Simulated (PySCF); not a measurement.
## Be⁺ (beryllium, charge +1): UHF calculation

Configuration: [He] 2s1, 2S determinant. All numbers are calculated (PySCF 2.14, the non-relativistic Hamiltonian (point nucleus), in 6-31G* (3s2p1d, 14 functions)).

```json
{"Total energy": "-14.275411 hartree", "One-electron energy": "-17.6021 hartree", "Hartree (Coulomb) energy": "5.8302 hartree", "Exchange energy": "-2.5034 hartree", "Kinetic energy": "14.24259 hartree", "⟨S²⟩": "0.7500", "⟨L²⟩": "0.000", "Sum of ⟨r⟩": "3.120 bohr", "Sum of ⟨r²⟩": "6.599 bohr²", "Density at the nucleus (Gaussians lack the cusp)": "32.8 bohr⁻³", "Spin density at the nucleus": "0.740 bohr⁻³", "Langevin diamagnetic susceptibility": "-5.23 ×10⁻⁶ cm³/mol", "Time after the integrals": "0.02 s of wall time on 1 thread of Neoverse-V2 (shared host)"}
```

```
shell  electrons  mean orbital energy (hartree)  rms radius, mean of both spins (bohr)
 1s α          1                       -5.15906                                  0.483
 1s β          1                       -5.12393                                  0.483
 2s α          1                       -0.66570                                   2.48
```
